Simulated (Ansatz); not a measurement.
Consider the ligand exchange at the Si–C bond: `C[SiH](O)C=O` + H₂S → `C[SiH](O)S` + `C=O`.

Program: Ansatz. Geometries: PBE0-D4/def2-TZVP. ΔE: electronic, gas phase. CCSD(T)/CBS adds triple-zeta CCSD(T) − MP2 to the extrapolated MP2 energy (def2 sets, frozen cores). This one scheme is used for every species. DFT in def2-TZVPP. One conformer a species, not always the lowest.

| level | ΔE (kcal/mol) |
| --- | --- |
| LDA (SPW92) | -17.3 |
| PBE-D4 | -18.7 |
| revPBE-D4 | -18.9 |
| MP2/def2-SVP | -19.5 |

**Question.** What does CCSD(T)/CBS give? (Estimate.)

**Answer.** Computed: -19.4 kcal/mol. The listed levels differ from it by 2.1, 0.7, 0.5, -0.1 kcal/mol.

Largest T1 diagnostic among the species: 0.015.

At CCSD(T), def2-SVP lies +1.2 kcal/mol from the extrapolated value and def2-TZVPP +0.3 kcal/mol. Leaving LDA and LC-ωPBE aside and taking each functional with its dispersion term where it has one, the values, not all of them listed here, spread over 2.4 kcal/mol, from PBE-QIDH to BLYP-D4. LDA lies +1.2 kcal/mol from PBE without D4. From BLYP to BHLYP (50 % exact exchange), in def2-TZVPP and without D4, ΔE moves by −1.6 kcal/mol.
